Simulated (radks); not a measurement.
Spherical quantum dot in the effective-mass picture: electrons in a parabolic well V = omega^2 r^2 / 2 with omega = 1.2, with a point charge +1 (a donor) at the centre, all in effective atomic units (hartree* = m*/eps^2 hartree, bohr* = eps/m* bohr), one dielectric constant everywhere. Method: non-relativistic Kohn-Sham, PBE, spin-polarised, spherical densities; computed with a radial shooting solver with Libxc functionals. Levels are named by radial order and angular momentum (1s, 1p, 1d, 2s, ...), and open shells are averaged over m. Results are scaled to m* = 0.04 and eps = 17.1, for which hartree* = 3.722 meV and bohr* = 22.62 nm.

N = 34, configuration 1s2 1p6 1d10 2s2 1f14. This is the lowest configuration that the search found. Occupied and some empty levels:

level,occupation,eigenvalue (meV),<r> (nm)
1s,2,59.890,28.89
1p,6,62.575,44.50
2s,2,64.071,45.21
1d,10,64.758,52.19
1f,14,67.053,57.54
2p,0,67.348,49.63
1g,0,69.517,61.78
2d,0,70.283,54.80

Energy (meV): total 1379.57, kinetic 150.25, external 444.86, Hartree 850.08, exchange-correlation -65.621.
